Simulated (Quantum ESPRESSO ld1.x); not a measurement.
The numbers below are computed, except where a source is named.
Br18+, 17 electrons, occupied as [Ne] 3s2 3p5 (the NIST ground configuration).

Code: ld1.x of Quantum ESPRESSO 7.5. Model: non-relativistic Kohn-Sham, LDA (Slater exchange, Perdew-Zunger correlation), spin-polarised, spherical densities, point nucleus; open shells are filled with parallel spins first.

Energy parts (Ry):
total: -4785.2764
kinetic: 4782.6316
electron-nucleus: -10534.6298
Hartree: 1097.3653
exchange-correlation: -130.6434

Orbitals (lengths in bohr, moments of r in powers of bohr; <r^-3> diverges for s and p1/2):
orbital,occ.,eigenvalue (Ry),<r^2>,<r^-3>
1s up,1,-1011.20,0.002563,-
1s down,1,-1011.11,0.002563,-
2s up,1,-173.797,0.04349,-
2s down,1,-173.715,0.04346,-
2p up,3,-162.023,0.03351,1278
2p down,3,-161.922,0.03350,1277
3s up,1,-58.5484,0.2768,-
3s down,1,-58.3156,0.2774,-
3p up,3,-54.5044,0.2660,265.4
3p down,2,-54.2683,0.2666,264.9

The highest occupied level is 3p down at -738.36 eV. Summed over all electrons, <r^2> = 2.179 bohr^2, which gives a Langevin (diamagnetic) susceptibility term of -1.73 x 10^-6 cm^3/mol. Spin moment in Bohr magnetons: 1. The density falls to 0.001 e/bohr^3 at r = 1.30 bohr.
